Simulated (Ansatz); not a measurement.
Consider the substitution at a C–C bond: `CC(=O)C(C)(C)C(C)C` + `[OH][Ge][OH]` → `CC(C)[O][Ge][OH]` + `CC(=O)C(C)C`.

Gas-phase electronic energies from Ansatz, PBE0-D4/def2-TZVP geometries. CBS: MP2 limit from def2 TZ/QZ plus the TZ coupled-cluster correction, frozen cores. DFT in def2-TZVPP. For Ge outer-core shells are correlated without core-valence functions, which leaves a few kJ/mol of doubt a bond. Scalar relativity is left out up to krypton. Each species was taken in one conformer, which may not be the lowest.

Is it downhill or uphill in electronic energy at CCSD(T)/CBS, and by how much? (Best estimate.)

Computed: Uphill: ΔE = +28.6 kJ/mol.

What do these levels give: PBE-D4, ωB97X-V, ωB97M-V, B2PLYP, PBE, r2SCAN, PBE0, HF/def2-TZVPP, MP2/def2-TZVPP, SCS-MP2/def2-TZVPP, SCS-MP2/def2-QZVPP, HF/CBS(def2)? (Estimate.)

Computed: PBE-D4 18.0, ωB97X-V 22.8, ωB97M-V 27.8, B2PLYP 13.4, PBE 8.2, r2SCAN 14.9, PBE0 12.8, HF/def2-TZVPP -4.9, MP2/def2-TZVPP 38.0, SCS-MP2/def2-TZVPP 27.8, SCS-MP2/def2-QZVPP 28.0, HF/CBS(def2) -5.2 kJ/mol.

Largest T1 diagnostic among the species: 0.015.

From PBE to PBE0 (25 % exact exchange), in def2-TZVPP and without D4, ΔE moves by +4.6 kJ/mol. In def2-TZVPP, CCSD(T) changes the Hartree–Fock value by +33.1 kJ/mol (the triples alone add +3.7 kJ/mol) and MP2 by +42.9 kJ/mol. The D4 term adds +14.4 kJ/mol with B3LYP and +8.7 kJ/mol with PBE0; it sums over pairs of atoms, weighted by their polarisabilities, and B3LYP, whose exchange is more repulsive, gets the larger term.

B3LYP here is the variant with VWN-RPA as its local correlation; programs differ in this.
